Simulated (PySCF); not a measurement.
## Electron correlation in Sc (scandium, neutral)

[Ar] 4s2 4p1, 2P determinant (an excited configuration). All numbers are calculated (PySCF 2.14, the non-relativistic Hamiltonian (point nucleus), in def2-TZVPPD (6s6p4d2f1g, 67 functions)). Frozen: [Ne]; 11 electrons correlated.

MP2 pair energies summed by pair of shells (mhartree):

```csv
pair,energy,share (%)
3p-3p,-143.05,59.8
3p-4s,-31.44,13.1
3s-3p,-18.62,7.8
4s-4s,-15.77,6.6
4s-4p,-15.31,6.4
3s-3s,-6.48,2.7
3p-4p,-5.80,2.4
3s-4s,-2.49,1.0
3s-4p,-0.37,0.2
```

Total MP2 correlation energy: -239.34 mhartree.

Same-spin part -65.65 and opposite-spin part -173.69 mhartree; SCS-MP2 scales them by 1/3 and 6/5 to -230.31 mhartree.

This basis was not built for core-valence correlation, so the inner-shell part is incomplete.
